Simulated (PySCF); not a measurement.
Si(H)3(Cl) anion (ClH3Si), SMILES Cl[SiH3] (connectivity only; charge and spin as stated), charge -1, multiplicity 2. Atoms are numbered in the order given.

```xyz
5

Si    -1.2095     0.0568     0.0000
Cl     1.3018     0.0176     0.0000
H     -2.6692     0.5787     0.0000
H     -1.2643    -0.8368    -1.1997
H     -1.2643    -0.8368     1.1997
```
Charge -1, spin multiplicity 2.

Geometry optimised at TPSSh-D3(BJ)/def2-TZVPD. The spin state was assumed, not searched. The isomer is the one that the SMILES or the coordinates give; other isomers of the formula were not compared.

Two levels are set side by side: PBE/pcH-1 (PySCF) and B3LYP/pcH-1 (PySCF). Contact hyperfine couplings, same geometry. Differences are taken from unrounded values.

```csv
quantity,B3LYP
"A(iso) of 29Si, atom Si1 (MHz)",-869.6
"A(iso) of 35Cl, atom Cl2 (MHz)",88.6
"A(iso) of 1H, atom H3 (MHz)",174.3
"A(iso) of 1H, atom H4 (MHz)",-12.5
"A(iso) of 1H, atom H5 (MHz)",-12.5
```

Problem. What does PBE give, and how far is it from B3LYP? (The exact figures need the calculation; the answer reports its results.)

Solution. 
| quantity | PBE | PBE minus B3LYP |
|---|---|---|
| A(iso) of 29Si, atom Si1 (MHz) | -772.8 | 96.8 |
| A(iso) of 35Cl, atom Cl2 (MHz) | 80.9 | -7.7 |
| A(iso) of 1H, atom H3 (MHz) | 151.4 | -22.9 |
| A(iso) of 1H, atom H4 (MHz) | -18.6 | -6.1 |
| A(iso) of 1H, atom H5 (MHz) | -18.6 | -6.1 |

Rough cost on one machine, each run with all the roots and properties that it gave: B3LYP against PBE within a factor of 2.
